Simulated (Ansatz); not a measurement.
Two isomers of C2H7BO: A = `BOCC`, B = `CCBO`.

Gas-phase electronic energies from Ansatz, PBE0-D4/def2-TZVP geometries. CCSD(T)/CBS adds triple-zeta CCSD(T) − MP2 to the extrapolated MP2 energy (def2 sets, frozen cores). DFT in def2-TZVPP. One conformer a species, not always the lowest.

Question: Which isomer does CCSD(T)/CBS put lower? Give the gap. (Estimate.)

Answer: Computed: B, by 17.8 kcal/mol.

Question: Give E(B) − E(A) in kcal/mol with BLYP-D4, LDA (SPW92), PBE-D4, CCSD/def2-TZVPP, ωB97M-V, HF/def2-TZVPP, MP2/def2-TZVPP. (Estimate.)

Answer: Ansatz gave: BLYP-D4 -15.8, LDA (SPW92) -17.9, PBE-D4 -17.8, CCSD/def2-TZVPP -17.4, ωB97M-V -17.7, HF/def2-TZVPP -15.2, MP2/def2-TZVPP -18.5. None reverses the order clearly.

Question: Does the order hold for the free energy at 298.15 K (harmonic terms from PBE0-D4)? (An estimate is asked.)

Answer: Computed: Yes: G(B) − G(A) = -17.7 kcal/mol, for one conformer each. Modes under 60 cm⁻¹, often nearly free rotors, make the harmonic entropy too high.

Largest T1 diagnostic: 0.013.

Leaving LDA and LC-ωPBE aside and taking each functional with its dispersion term where it has one, the values, not all of them listed here, spread over 2.7 kcal/mol, from PBE-QIDH to BLYP-D4. At CCSD(T), def2-SVP lies +1.9 kcal/mol from the extrapolated value and def2-TZVPP +0.5 kcal/mol.
